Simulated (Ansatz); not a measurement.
Reactions of CH₃KO, SMILES `C[O][K]`.

Isolated molecules relaxed with PBE0-D4/def2-TZVP in Ansatz; ΔE leaves out vibrations. CCSD(T)/CBS adds triple-zeta CCSD(T) − MP2 to the extrapolated MP2 energy (def2 sets, frozen cores). This one scheme is used for every species. Elements past krypton have def2 core potentials. For K, Sn outer-core shells are correlated without core-valence functions, which leaves a few kJ/mol of doubt a bond. Scalar relativity is left out up to krypton. One conformer a species, not always the lowest.

```tsv
reaction	CCSD(T)/CBS(def2) (eV)
`C[O][K]` + `[OH][Sn][SH]` → `C[S][Sn][OH]` + `[OH][K]`	-0.43
`C[O][K]` + H₂S → `[SH][K]` + CH₃OH	?
`C[O][K]` + `C=CC(=O)O` → `C=CC(=O)OC` + `[OH][K]`	-0.17
`C[O][K]` + H₂O → `[OH][K]` + CH₃OH	0.04
```

Q: Fill in the missing values. (An estimate is asked.)

A: The calculation gave: `C[O][K]` + H₂S → `[SH][K]` + CH₃OH: -0.63 eV.

Largest T1 diagnostic: 0.017, for `[OH][Sn][SH]`.
